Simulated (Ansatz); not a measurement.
One change: `CC(F)[SiH2][SiH3]` becomes `OC(F)[SiH2][SiH3]`.

Ansatz, PBE0-D4/def2-TZVP geometries, multiplicity 1. Each molecule was computed in one conformer, which needn't be the lowest.

| property | `CC(F)[SiH2][SiH3]` |
| --- | --- |
| size of the dipole moment (ωB97M-V/def2-TZVPP) / D | 1.62 |
| LUMO energy (ωB97M-V/def2-TZVPP) / eV | 1.74 |
| HOMO energy (ωB97M-V/def2-TZVPP) / eV | -10.18 |
| HOMO–LUMO gap (B3LYP/def2-TZVPP) / eV | 7.75 |
| HOMO energy (PBE/def2-TZVPP) / eV | -6.81 |
| HOMO energy (PBE0/def2-TZVPP) / eV | -8.09 |

Q: What does the change do to each property? (Estimate.)

A: Ansatz gave: 
```
                                          property  `OC(F)[SiH2][SiH3]`  shift
size of the dipole moment (ωB97M-V/def2-TZVPP) / D                 1.68   0.06
             LUMO energy (ωB97M-V/def2-TZVPP) / eV                 1.74   0.00
             HOMO energy (ωB97M-V/def2-TZVPP) / eV               -10.36  -0.18
             HOMO–LUMO gap (B3LYP/def2-TZVPP) / eV                 7.90   0.15
                 HOMO energy (PBE/def2-TZVPP) / eV                -6.92  -0.11
                HOMO energy (PBE0/def2-TZVPP) / eV                -8.26  -0.17
```

Dipoles are sizes alone; their direction can turn.

B3LYP here is the variant with VWN-RPA as its local correlation; programs differ in this.
